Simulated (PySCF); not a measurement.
**Orbital picture of BAs**

PBE0 at R = 1.850 Å; basis B cc-pVTZ, As cc-pVTZ-PP with ECP10; scalar-relativistic core potentials; PySCF 2.14. State: ³Π (triplet), unpaired electrons σ ↑, π ↑. Only the outer orbitals are listed, counted within each symmetry, core potentials removing the inner ones.

```csv
spin,orbital,occ.,ε (eV),on B (%),main shells (%)
α,5σ,1,-18.10,25,"72 As s, 18 B s"
α,6σ,1,-11.27,54,"52 B s, 27 As p, 18 As s"
α,3π,1,-7.82,31,"68 As p, 29 B p"
α,7σ,1,-7.60,65,"51 B p, 30 As p, 14 B s"
α,3π,1,-6.99,36,"63 As p, 35 B p"
α,4π,0,-2.02,65,"65 B p, 30 As p"
α,4π,0,-1.50,60,"60 B p, 35 As p"
α,8σ,0,2.13,55,"92 As p, 78 B p"
β,5σ,1,-16.89,25,"73 As s, 17 B s"
β,6σ,1,-9.77,41,"40 B s, 38 As p, 19 As s"
β,3π,1,-6.62,29,"71 As p, 27 B p"
β,3π,0,-4.36,30,"69 As p, 29 B p"
β,7σ,0,-3.15,79,"40 B s, 38 B p, 19 As p"
β,4π,0,-0.78,67,"68 B p, 28 As p"
```

Question: Which are the highest filled and the lowest empty level, where do they sit, and how wide is the gap?

Answer: Highest filled β 3π at -6.62 eV (in %: 71 As p, 27 B p); lowest empty β 3π at -4.36 eV (in %: 69 As p, 29 B p); the gap at PBE0 is 2.26 eV. Both belong to one degenerate shell, split only by its one-sided filling, so this is no excitation gap.

```json
{
 "bond order (Mayer)": "2.29",
 "⟨S²⟩": "2.011",
 "charge on B (Mulliken, basis-dependent)": "-0.06",
 "charge on B (Löwdin, basis-dependent)": "-0.31",
 "dipole moment (positive dipole means B(−)As(+))": "0.19 D",
 "polarisability along the bond": "65.1 bohr³",
 "polarisability across the bond": "34.4 bohr³"
}
```

Spin–orbit coupling is left out. The state is the lowest determinant that a PBE0 search found; another state may lie lower at other levels.
